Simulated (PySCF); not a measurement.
A GIAO shielding run with PySCF (density fitting, non-relativistic, gas phase) on `C=CC[Si@@H](Cl)SC(C)=S`, C5H9ClS2Si:

```
$ OMP_NUM_THREADS=1 python probes_run.py task.json out

{"job": {"kind": "nmr", "xc": "PBE0", "basis": "pcSseg-1"}, "charge": 0, "multiplicity": 1}
C     -3.821039    -0.031616    -0.059723
C     -2.652014    -0.295385    -0.611718
C     -1.351943     0.272986    -0.147583
Si    -0.256697    -1.087599     0.613760
Cl     0.059873    -2.649606    -0.598298
S      1.664299    -0.259999     1.327695
C      2.476739     0.296728    -0.103918
C      3.847593     0.825068     0.139471
S      1.818251     0.255565    -1.595929
H     -4.735597    -0.461638    -0.429705
H     -3.913354     0.635542     0.781592
H     -2.586129    -0.967261    -1.456272
H     -0.841887     0.730404    -0.998182
H     -1.532794     1.055650     0.591070
H     -0.757687    -1.545480     1.902628
H      4.282419     1.185182    -0.789512
H      3.811734     1.635068     0.867541
H      4.479474     0.040230     0.555426
```

Hardware: 1 thread of an Arm Neoverse N1, shared host. The job also computes population analyses, field gradients.

Q: How large is the calculation?

A: 102 electrons, 226 basis functions and 1265 auxiliary functions.

Q: How long does it take, and how much memory does it need?

A: 120 s of wall time, with 14 SCF cycles and 5 response iterations; peak memory 1.1 GiB. Times on a shared host scatter by some tens of per cent.
